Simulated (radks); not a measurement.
Coulomb parameter of the 4f shell of the erbium ion Er3+ in the model configuration [Xe] 4f9.5 6s1.5, as a second difference U = [E(n + 0.5) + E(n - 0.5) - 2 E(n)] / (0.5)^2 with all orbitals relaxed. "Bare": the charge of the atom changes with n. "Screened": the 6s shell takes up the change at fixed total charge, which measures U(4f,4f) + U(6s,6s) - 2 U(4f,6s). Method: Dirac Kohn-Sham, PBEsol, spin-unpolarised, spherical densities, finite nucleus; open shells are shared between the two j in proportion to 2j + 1; Fermi nuclear charge, rms radius 5.2516 fm; computed with a radial shooting solver on a logarithmic mesh with Libxc functionals.

| case | configuration | E - E(n) (eV) |
|---|---|---|
| start | [Xe] 4f9.5 6s1.5 | 0.000 |
| bare +0.5 | [Xe] 4f10 6s1.5 | -23.310 |
| bare -0.5 | [Xe] 4f9 6s1.5 | 28.717 |
| screened +0.5 | [Xe] 4f10 6s1 | -11.150 |
| screened -0.5 | [Xe] 4f9 6s2 | 13.509 |

U(bare) = 21.631 eV, U(screened by 6s) = 9.434 eV.
